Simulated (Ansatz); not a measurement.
Ansatz results at the PBE0-D4/def2-TZVP geometry: HOMO energy (PBE0/def2-TZVPP) -7.74 eV; HOMO–LUMO gap (PBE0/def2-TZVPP) 7.47 eV; size of the dipole moment (ωB97M-V/def2-TZVPP) 2.05 D.

(1) Which molecule gave them?
A. `C[C](F)(Cl)[SnH3]`
B. `CN1C[Si]1(F)S`
C. `C1=[N][AlH][CH2][Se]1`
D. `C[CH2][SnH]([F])[Cl]`

Results:

(1) A. The others give `C1=[N][AlH][CH2][Se]1`: -6.56, 5.02, 1.57; `CN1C[Si]1(F)S`: -6.81, 7.10, 2.04; `C[CH2][SnH]([F])[Cl]`: -8.45, 7.67, 3.78.
